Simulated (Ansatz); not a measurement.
`CN(C)B(F)S` + `C[CH2][Ge][OH]` → `CCB(F)S` + `C[N](C)[Ge][OH]`  (redistribution)

Program: Ansatz. Geometries: PBE0-D4/def2-TZVP. ΔE: electronic, gas phase. CBS: MP2 limit from def2 TZ/QZ plus the TZ coupled-cluster correction, frozen cores. Functionals use def2-TZVPP. B3LYP here is the variant with VWN-RPA as its local correlation; programs differ in this. For Ge outer-core shells are correlated without core-valence functions, which leaves a few kJ/mol of doubt a bond. Scalar relativity is left out up to krypton. One conformer a species, not always the lowest.

```json
{"level": "PBE-D4", "ΔE (kJ/mol)": "16.5", "difference from CCSD(T)/CBS": "-4.4"}
{"level": "r2SCAN-D4", "ΔE (kJ/mol)": "16.0", "difference from CCSD(T)/CBS": "-4.9"}
{"level": "B3LYP-D4", "ΔE (kJ/mol)": "18.3", "difference from CCSD(T)/CBS": "-2.6"}
{"level": "ωB97X-V", "ΔE (kJ/mol)": "20.3", "difference from CCSD(T)/CBS": "-0.6"}
{"level": "PBE", "ΔE (kJ/mol)": "15.7", "difference from CCSD(T)/CBS": "-5.2"}
{"level": "r2SCAN", "ΔE (kJ/mol)": "15.8", "difference from CCSD(T)/CBS": "-5.1"}
{"level": "PBE0", "ΔE (kJ/mol)": "20.4", "difference from CCSD(T)/CBS": "-0.5"}
{"level": "B3LYP", "ΔE (kJ/mol)": "17.1", "difference from CCSD(T)/CBS": "-3.8"}
{"level": "HF/def2-TZVPP", "ΔE (kJ/mol)": "22.4", "difference from CCSD(T)/CBS": "1.5"}
{"level": "MP2/def2-TZVPP", "ΔE (kJ/mol)": "17.2", "difference from CCSD(T)/CBS": "-3.7"}
{"level": "SCS-MP2/def2-TZVPP", "ΔE (kJ/mol)": "17.6", "difference from CCSD(T)/CBS": "-3.3"}
{"level": "CCSD/def2-TZVPP", "ΔE (kJ/mol)": "21.8", "difference from CCSD(T)/CBS": "0.9"}
{"level": "HF/def2-QZVPP", "ΔE (kJ/mol)": "22.2", "difference from CCSD(T)/CBS": "1.3"}
{"level": "MP2/def2-QZVPP", "ΔE (kJ/mol)": "17.7", "difference from CCSD(T)/CBS": "-3.2"}
{"level": "SCS-MP2/def2-QZVPP", "ΔE (kJ/mol)": "18.3", "difference from CCSD(T)/CBS": "-2.6"}
{"level": "HF/CBS(def2)", "ΔE (kJ/mol)": "22.1", "difference from CCSD(T)/CBS": "1.2"}
{"level": "CCSD(T)/CBS", "ΔE (kJ/mol)": "20.9", "difference from CCSD(T)/CBS": "0"}
```

Largest T1 diagnostic among the species: 0.014.

From PBE to PBE0 (25 % exact exchange), in def2-TZVPP and without D4, ΔE moves by +4.6 kJ/mol.
